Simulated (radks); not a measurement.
The numbers below are computed, except where a source is named.
Spherical quantum dot in the effective-mass picture: electrons in a hard-walled sphere of radius 11.4, with a point charge +1 (a donor) at the centre, all in effective atomic units (hartree* = m*/eps^2 hartree, bohr* = eps/m* bohr), one dielectric constant everywhere. Level of theory: non-relativistic Kohn-Sham, LDA (Slater exchange, Perdew-Wang correlation), spin-polarised, spherical densities (a radial shooting solver with Libxc functionals). Levels are named by radial order and angular momentum (1s, 1p, 1d, 2s, ...), and open shells are averaged over m.

N = 11, configuration 1s2 1p6 1d(up 2, down 0) 2s(up 1, down 0). This is the lowest configuration that the search found (a dilute case). Occupied and some empty levels:

| level | occupation | eigenvalue (hartree*) | <r> (bohr*) |
|---|---|---|---|
| 1s up | 1 | 0.99502 | 1.897 |
| 2s up | 1 | 1.0521 | 7.974 |
| 1s down | 1 | 1.0553 | 7.678 |
| 1p up | 3 | 1.0653 | 8.256 |
| 1p down | 3 | 1.0750 | 8.246 |
| 1d up | 2 | 1.0973 | 8.431 |
| 1d down | 0 | 1.1070 | 8.423 |
| 2s down | 0 | 1.1180 | 2.831 |
| 1f up | 0 | 1.1422 | 8.587 |
| 1f down | 0 | 1.1521 | 8.583 |
| 1g up | 0 | 1.1993 | 8.729 |
| 1g down | 0 | 1.2092 | 8.728 |
| 2p up | 0 | 1.2694 | 5.661 |
| 2p down | 0 | 1.2804 | 5.834 |

Energy (hartree*): total 5.01123, kinetic 1.6115, external -2.2333, Hartree 7.1724, exchange-correlation -1.5394.
